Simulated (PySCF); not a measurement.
C₃H₆FNSi, SMILES [SiH2](F)[C@H](C#C)N.

Geometry: PBE-D3(BJ)/def2-SVP. The structure was generated by enumeration; whether it is a known compound was not checked. One conformer was computed; it need not be the lowest.

All values below come from r2SCAN/def2-TZVP (PySCF).

| Item | Result |
|---|---|
| total energy | -561.94467 hartree |
| highest occupied level | -5.86 eV |
| lowest empty level | -0.83 eV |
| orbital gap | 5.03 eV |
| dipole moment | 0.202 e·Å |
| quadrupole, principal values (traceless, Buckingham form, about the centre of nuclear charge) | -8.54, 3.33, 5.20 D·Å |
| mean static polarisability | 68.7 bohr³ (10.19 Å³) |
| polarisability, principal values | 54.6, 65.6, 86.1 bohr³ |
